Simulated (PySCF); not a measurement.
## What PySCF settings do for KBr

Base input, run as `python input.py` with PySCF 2.14:

```python
from pyscf import gto, scf, mp

mol = gto.M(
    atom='K 0 0 0; Br 0 0 2.988',
    basis='def2-svp',
    charge=0,
    spin=0,
    symmetry=True,
    verbose=4,
)
mf = scf.RHF(mol)
mf = mf.density_fit(auxbasis='def2-universal-jkfit')
mf.kernel()
mp.MP2(mf, frozen=14).kernel()
mf.dip_moment()
print('orbital energies (hartree):', mf.mo_energy[..., max(0, mol.nelec[1]-3):mol.nelec[0]+3].round(4))
```

Base result: E(SCF) = -3171.267226 Eh, 8 cycles, E(MP2) − E(SCF) = -0.27880 Eh, μz(SCF) = -11.63 D. Stability towards an unrestricted solution was not tested. The bond length is a typed value, not an optimised one.

Wall time 0.99 s on one thread of a shared host.

Each row names what differs from the base; energies in brackets are changes from the base.

```tsv
change	result
geometry: bond 2.988 → bond 0.1 [unsound on purpose]	E(SCF) = -1453.210028 Eh, 10 cycles, E(MP2) − E(SCF) = -0.19469 Eh, μz(SCF) = 6.96 D
basis set: def2-svp → crenbl; core potential: off → on; frozen orbitals: 14 → 0	E(SCF) = -181.076473 Eh, 9 cycles, E(MP2) − E(SCF) = -0.32142 Eh, μz(SCF) = -13.33 D
length unit: angstrom → bohr [unsound on purpose]	E(SCF) = -3170.368557 Eh (+24.4540 eV), 11 cycles, E(MP2) − E(SCF) = -0.31214 Eh, μz(SCF) = -1.62 D
charge: 0 → 1; spin (2S): 0 → 1; SCF type: RHF → UHF	the SCF does not converge, then it stops with NotImplementedError after the SCF
basis set: def2-svp → 6-31g(3d) [unsound on purpose]	stops with BasisNotFoundError (Basis set not found for Br in 6-31g(3d))
step after the SCF: mp2 → stability; point-group symmetry: on → off	E(SCF) = -3171.267226 Eh (+0.0000 eV), 8 cycles, μz(SCF) = -11.63 D, internal stable; real -> complex stable; RHF/RKS -> UHF/UKS stable
geometry: bond 2.988 → bond 4.482 [stretched restricted solution, likely unstable]	E(SCF) = -3171.213510 Eh (+1.4617 eV), 9 cycles, E(MP2) − E(SCF) = -0.27525 Eh, μz(SCF) = -19.24 D
charge: 0 → 2; SCF type: RHF → UHF	the SCF does not converge, then it stops with NotImplementedError after the SCF
geometry: bond 2.988 → bond 3.197	E(SCF) = -3171.262546 Eh (+0.1274 eV), 9 cycles, E(MP2) − E(SCF) = -0.27809 Eh, μz(SCF) = -12.62 D
spin (2S): 0 → 2; SCF type: RHF → UHF	the SCF does not converge, then it stops with NotImplementedError after the SCF
Cartesian functions: off → on	E(SCF) = -3171.271341 Eh (-0.1120 eV), 8 cycles, E(MP2) − E(SCF) = -0.28783 Eh, μz(SCF) = -11.55 D
DIIS space: default → 20	E(SCF) = -3171.267226 Eh (+0.0000 eV), 8 cycles, E(MP2) − E(SCF) = -0.27880 Eh, μz(SCF) = -11.63 D
smearing width (hartree): none → 0.2; step after the SCF: mp2 → none [unsound on purpose]	E(SCF) = -3169.926031 Eh (+36.4958 eV), 12 cycles, μz(SCF) = 9.11 D
electric field along z (a.u.): none → -0.01; point-group symmetry: on → off	E(SCF) = -3171.314713 Eh (-1.2922 eV), 8 cycles, E(MP2) − E(SCF) = -0.27794 Eh, μz(SCF) = -12.49 D
geometry: bond 2.988 → bond 2.898	E(SCF) = -3171.267814 Eh (-0.0160 eV), 8 cycles, E(MP2) − E(SCF) = -0.27922 Eh, μz(SCF) = -11.21 D
step after the SCF: mp2 → tdhf; number of roots: default → 8	E(SCF) = -3171.267226 Eh (+0.0000 eV), 8 cycles, μz(SCF) = -11.63 D, first singlet excitations without spin–orbit coupling 4.54, 4.54, 4.87, 6.11, 6.11 eV
PCM solvent, dielectric constant: none → 2.27; step after the SCF: mp2 → analyze	E(SCF) = -3171.286288 Eh (-0.5187 eV), 8 cycles, μz(SCF) = -12.33 D
```

Task: Order these changes by how far they move the SCF energy from the base, largest first: (1) PCM solvent, dielectric constant: none → 2.27; step after the SCF: mp2 → analyze; (2) electric field along z (a.u.): none → -0.01; point-group symmetry: on → off; (3) geometry: bond 2.988 → bond 3.197; (4) geometry: bond 2.988 → bond 4.482.

Result: (4) +1.4617 eV, (2) -1.2922 eV, (1) -0.5187 eV, (3) +0.1274 eV.
